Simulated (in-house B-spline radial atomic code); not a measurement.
Spin-orbit splittings of orbital energies (j = l + 1/2 less j = l - 1/2) and ratios of mean radii (lower j over upper j) along the 31-electron series, configuration [Ar] 3d10 4s2 4p1. Computed with a radial B-spline atomic code at the basis-set limit: Dirac-Hartree-Fock, average of the configuration, finite nuclei.

| ion | Z | splitting of 3p (eV) | radius ratio of 3p | splitting of 2p (eV) | radius ratio of 2p | splitting of 4p (eV) | radius ratio of 4p |
| --- | --- | --- | --- | --- | --- | --- | --- |
| Tb34+ | 65 | 163.59 | 0.94903 | 751.2 | 0.91693 | 49.566 | 0.9648 |
| Dy35+ | 66 | 176.36 | 0.94741 | 805.07 | 0.91416 | 53.847 | 0.96365 |
| Ho36+ | 67 | ? | ? | ? | ? | ? | ? |
| Er37+ | 68 | 204.31 | 0.94405 | 922.25 | 0.90844 | 63.273 | 0.96128 |
| Tm38+ | 69 | 219.57 | 0.94232 | 985.84 | 0.90549 | 68.447 | 0.96005 |
| Yb39+ | 70 | ? | ? | ? | ? | ? | ? |
| Lu40+ | 71 | 252.85 | 0.93873 | 1123.79 | 0.89942 | 79.793 | 0.95751 |
| Hf41+ | 72 | 270.96 | 0.93688 | 1198.5 | 0.89629 | 85.999 | 0.9562 |

**Question.** Fill in the row of Ho36+.

**Answer.** splitting of 3p (eV): 189.92; radius ratio of 3p: 0.94575; splitting of 2p (eV): 862.04; radius ratio of 2p: 0.91133; splitting of 4p (eV): 58.411; radius ratio of 4p: 0.96248.

**Question.** Fill in the row of Yb39+.

**Answer.** splitting of 3p (eV): 235.73; radius ratio of 3p: 0.94054; splitting of 2p (eV): 1052.96; radius ratio of 2p: 0.90249; splitting of 4p (eV): 73.948; radius ratio of 4p: 0.9588.

**Question.** With what power of Z does the column «splitting of 3p (eV)» change over this range?

**Answer.** A fit of the logarithm of its size against log Z from Z = 65 to 72 has slope 4.93. An unscreened hydrogenic electron would give 4 at low Z; screening makes the apparent power larger near the neutral end, and relativity raises it again at high Z.
